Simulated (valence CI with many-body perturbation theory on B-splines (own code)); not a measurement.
Ladder of approximations for Pm⁴⁶⁺

Computed by relativistic CI+MBPT: five valence electrons over a frozen Dirac-Fock core [Ne], a basis of 9 s, 9 p, 8 d, 6 f, 3 g, 1 h functions for each j, with the one-electron correlation potential Σ1 (screened to all orders), the two-electron term Σ2, the three-electron term Σ3, Breit, model QED; selected single and double excitations, second order for the rest (own B-spline code, finite nucleus).

The last digits are not significant, and no measured levels were compared; by estimate large intervals hold to a few tenths of a per cent, small ones and those within an open d or f shell to about a per cent. Among the levels kept, up to 580 cm⁻¹ of a level comes from second order outside the variational space, and about a tenth of that is noise between levels of different J, which matters for small intervals.

Each rung adds one term. CI alone is the Dirac-Coulomb CI over the frozen core; QED comes last and gives the full result, which names the levels. Energies are above (3s^2 3p1/2^2 3p3/2) J=3/2 on the same rung, in Ry.

Levels are named by their leading jj configuration (3d3/2^4 stands for four electrons in 3d with j = 3/2), which in mixed levels can hold well under half, so a name can repeat and another be missing. Letters in brackets count levels of one name in rising energy.

| Level | CI alone | Σ1 | Σ2 | Σ3 | Breit | QED | Full |
| --- | --- | --- | --- | --- | --- | --- | --- |
| (3s^2 3p1/2 3p3/2^2) J=3/2 | 9.746 | +0.0081 | +0.0091 | +0.0019 | -0.1342 | +0.0160 | 9.647 |
| (3s^2 3p1/2 3p3/2^2) J=5/2 | 10.473 | +0.0082 | +0.0064 | 0.0000 | -0.1579 | +0.0160 | 10.346 |
| (3s^2 3p1/2 3p3/2^2) J=1/2 | 11.322 | +0.0082 | +0.0036 | -0.0023 | -0.1296 | +0.0156 | 11.217 |
| (3s^2 3p1/2^2 3d3/2) J=3/2 | 13.239 | -0.0155 | -0.0197 | -0.0079 | -0.0405 | -0.0261 | 13.129 |
| (3s^2 3p1/2^2 3d5/2) J=5/2 | 16.271 | -0.0082 | -0.0245 | -0.0087 | -0.1216 | -0.0256 | 16.083 |
| (3s 3p1/2^2 3p3/2^2) J=5/2 | 19.400 | -0.0087 | -0.0054 | +0.0057 | -0.0350 | -0.1270 | 19.230 |
| (3s 3p1/2^2 3p3/2^2) J=1/2 | 21.063 | -0.0084 | -0.0084 | +0.0051 | -0.0177 | -0.1274 | 20.906 |
| (3s 3p1/2^2 3p3/2^2) J=3/2 | 21.089 | -0.0083 | -0.0157 | +0.0052 | -0.0486 | -0.1087 | 20.913 |
| (3s^2 3p3/2^3) J=3/2 | 21.182 | +0.0162 | +0.0134 | -0.0008 | -0.2712 | +0.0304 | 20.970 |
| (3s^2 3p1/2 3p3/2 3d3/2) J=5/2 [a] | 22.918 | -0.0073 | -0.0116 | -0.0045 | -0.1997 | -0.0090 | 22.686 |
| (3s^2 3p1/2 3p3/2 3d3/2) J=3/2 [a] | 23.040 | -0.0074 | -0.0142 | -0.0047 | -0.1784 | -0.0169 | 22.819 |
| (3s^2 3p1/2 3p3/2 3d3/2) J=1/2 [a] | 23.046 | -0.0073 | -0.0109 | -0.0047 | -0.1702 | -0.0100 | 22.843 |
| (3s^2 3p1/2 3p3/2 3d3/2) J=7/2 | 23.643 | -0.0070 | -0.0115 | -0.0073 | -0.2271 | -0.0083 | 23.382 |
| (3s^2 3p1/2 3p3/2 3d3/2) J=5/2 [b] | 25.329 | -0.0066 | -0.0454 | -0.0158 | -0.1950 | -0.0139 | 25.053 |
| (3s^2 3p1/2 3p3/2 3d5/2) J=7/2 [a] | 25.384 | 0.0000 | -0.0107 | -0.0052 | -0.2622 | -0.0020 | 25.103 |
| (3s^2 3p1/2 3p3/2 3d5/2) J=3/2 [a] | 25.784 | -0.0038 | -0.0493 | -0.0151 | -0.1925 | -0.0156 | 25.508 |
| (3s^2 3p1/2 3p3/2 3d3/2) J=3/2 [b] | 25.812 | -0.0040 | -0.0267 | -0.0044 | -0.2063 | -0.0353 | 25.535 |
| (3s^2 3p1/2 3p3/2 3d3/2) J=1/2 [b] | 25.801 | -0.0074 | -0.0508 | -0.0153 | -0.1573 | -0.0235 | 25.546 |
| (3s^2 3p1/2 3p3/2 3d5/2) J=5/2 [a] | 26.144 | -0.0005 | -0.0154 | -0.0069 | -0.2675 | -0.0103 | 25.843 |
| (3s^2 3p1/2 3p3/2 3d5/2) J=9/2 | 26.178 | +0.0001 | -0.0104 | -0.0088 | -0.3059 | -0.0020 | 25.851 |
| (3s^2 3p1/2 3p3/2 3d5/2) J=7/2 [b] | 27.575 | -0.0004 | -0.0323 | -0.0156 | -0.2900 | -0.0023 | 27.234 |
| (3s^2 3p1/2 3p3/2 3d5/2) J=5/2 [b] | 27.658 | -0.0010 | -0.0483 | -0.0185 | -0.2474 | -0.0085 | 27.335 |
| (3s^2 3p1/2 3p3/2 3d5/2) J=3/2 [b] | 28.008 | -0.0001 | -0.0259 | -0.0186 | -0.2487 | -0.0071 | 27.707 |
| (3s^2 3p1/2 3p3/2 3d5/2) J=1/2 | 28.173 | -0.0002 | -0.0338 | -0.0168 | -0.2339 | -0.0128 | 27.876 |
| (3s 3p1/2 3p3/2^3) J=3/2 [a] | 30.071 | -0.0009 | -0.0075 | +0.0024 | -0.1592 | -0.1033 | 29.803 |
| (3s 3p1/2 3p3/2^3) J=5/2 | 30.996 | -0.0004 | -0.0119 | +0.0024 | -0.1899 | -0.1038 | 30.692 |
| (3s 3p1/2 3p3/2^3) J=1/2 | 32.187 | -0.0006 | -0.0286 | -0.0010 | -0.1728 | -0.0983 | 31.886 |
| (3s 3p1/2^2 3p3/2 3d3/2) J=5/2 [a] | 32.199 | -0.0241 | -0.0170 | +0.0002 | -0.0631 | -0.1649 | 31.930 |
| (3s 3p1/2 3p3/2^3) J=3/2 [b] | 32.300 | -0.0004 | -0.0294 | +0.0010 | -0.1812 | -0.0994 | 31.991 |
| (3s 3p1/2^2 3p3/2 3d3/2) J=3/2 [a] | 32.317 | -0.0242 | -0.0174 | -0.0002 | -0.0509 | -0.1654 | 32.058 |
| (3s 3p1/2^2 3p3/2 3d3/2) J=1/2 [a] | 32.384 | -0.0241 | -0.0150 | -0.0002 | -0.0354 | -0.1664 | 32.143 |

The middle columns are the shifts that each term adds.

(1) How does the ionisation energy move along the ladder, and which term matters most?

Answers

(1) CI alone 3820.1, + Σ1 3821.0, + Σ2 3821.1, + Σ3 3820.7, + Breit 3818.0, + QED 3817.8 eV. The largest step is Breit, -2.7 eV. NIST lists 3816 ± 4 eV (theoretical).
